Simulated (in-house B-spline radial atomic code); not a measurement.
Computed with a B-spline radial atomic code. Model: two electrons, singlet ground state, non-relativistic, full CI in B-splines with partial waves to l = 8 (at full coupling up to 3e-4 hartree above the limit, correlation up to 0.6 % small), density held at that of full coupling by Lieb maximisation.

Along the adiabatic connection the electron repulsion is scaled by a coupling λ while a local potential keeps the density fixed. At λ = 0 the system is the Kohn-Sham one and W equals the exchange energy; the exchange-correlation energy is the area under W between 0 and 1. The kinetic energy rises with λ as the electrons avoid each other, with dT/dλ = −λ dW/dλ.

Command:
```bash
python run_ac.py task.json out
```
Settings (lengths in bohr, energies in hartree):
```
potential              yukawa
strength               4.89
lmax                   8
second                 0.716
```

Time taken, with all properties: 8.4 s on 1 thread of Intel(R) Xeon(R) Processor @ 2.30GHz (shared host).

**W = mean repulsion less Hartree energy, and W of three functionals.**

Given: confinement screened point charge; nuclear charge 4.89; screening of the nucleus 0.716 1/bohr; external potential -Z exp(-k r)/r.

Computed: PBE exchange minus exact 46.03 millihartree; SCAN exchange minus exact -6.0881 millihartree.

| coupling | W xc (hartree) | W xc minus exchange (millihartree) | kinetic minus Kohn-Sham (millihartree) | LDA (PW92) W minus its exchange (millihartree) | PBE W minus its exchange (millihartree) | SCAN W minus its exchange (millihartree) |
| --- | --- | --- | --- | --- | --- | --- |
| 0 | -2.7741 | 0 | 0 | 0 | 0 | 0 |
| 0.02 | -2.776 | -1.882 | 0 | -14.28 | -1.84 | -1.84 |
| 0.05 | ? | ? | ? | ? | ? | ? |
| 0.12 | ? | ? | ? | ? | ? | ? |
| 0.25 | -2.7972 | -23.082 | 2.9 | -103.74 | -23.36 | -22.11 |
| 0.4 | -2.8106 | -36.486 | 7.2 | -145.34 | -37.32 | -34.7 |
| 0.6 | -2.8279 | -53.865 | 15.9 | -192.35 | -55.65 | -50.88 |
| 0.8 | -2.8448 | -70.702 | 27.7 | -233.12 | -73.56 | -66.42 |
| 1 | -2.8611 | -87.022 | 42.4 | -269.5 | -91.01 | -81.41 |
| 1.4 | -2.8923 | -118.2 | 79.7 | -332.93 | -124.52 | -109.87 |
| 2 | -2.9357 | -161.61 | 153.3 | -412.21 | -171.37 | -149.29 |
| 3 | -3.0003 | -226.18 | 314 | -517.95 | -241.29 | -207.8 |
| 4.5 | -3.0822 | -308.12 | 619.2 | -639.68 | -330.48 | -282.48 |
| 7 | -3.1893 | -415.22 | 1228.6 | -787.64 | -448.69 | -381.9 |
| 10 | -3.2847 | -510.58 | 2031.9 | -915.01 | -556.92 | -473.13 |

(1) What belongs in the row 0.05?

(2) What belongs in the row 0.12?

(3) What is the LDA exchange minus exact?

**Energy parts, natural occupations and partial-wave weights.**

Computed: total energy -14.7694 hartree; exchange energy -2.7741 hartree; correlation energy -0.044668 hartree; initial slope twice GL2 -0.094256 hartree; kinetic part over minus potential part 0.48671; Hartree energy 5.5482 hartree; Kohn-Sham kinetic 20.269 hartree.

```csv
natural,occupation of the shell (electrons)
s,1.9975
p,0.0013256
s,0.00097477
d,?
p,5.0784e-05
s,2.2158e-05
```

(4) What belongs in the row d?

```json
{"wave": "s", "weight": "0.99926"}
{"wave": "p", "weight": "?"}
{"wave": "d", "weight": "3.9161e-05"}
{"wave": "f", "weight": "5.7337e-06"}
{"wave": "g", "weight": "1.3586e-06"}
```

(5) What belongs in the row p?

(6) What is the kinetic part of the DFT correlation energy?

(7) What is the Lieb Oxford ratio E_xc over LDA exchange?

Results:

(1) W xc (hartree): -2.7788; W xc minus exchange (millihartree): -4.693; kinetic minus Kohn-Sham (millihartree): 0.1; LDA (PW92) W minus its exchange (millihartree): -30.14; PBE W minus its exchange (millihartree): -4.63; SCAN W minus its exchange (millihartree): -4.57.

(2) W xc (hartree): -2.7853; W xc minus exchange (millihartree): -11.197; kinetic minus Kohn-Sham (millihartree): 0.7; LDA (PW92) W minus its exchange (millihartree): -59.88; PBE W minus its exchange (millihartree): -11.17; SCAN W minus its exchange (millihartree): -10.82.

(3) 389.34 millihartree.

(4) occupation of the shell (electrons): 6.9514e-05.

(5) weight: 0.00069082.

(6) 0.042354 hartree.

(7) 1.182.

Half-way to full coupling W has made 52 % of its drop, against 50 % for a straight line, and second-order (GL2) theory, half the initial slope, overshoots the correlation energy by about 6 %: correlation is weak here. Over couplings 0 to 1 the errors in E_xc come to about +274 millihartree for LDA, +45 millihartree for PBE, -3.6 millihartree for SCAN, so SCAN is nearest. In LDA and PBE and SCAN the errors of exchange and correlation have opposite signs, so the sum is smaller than the larger of the two.
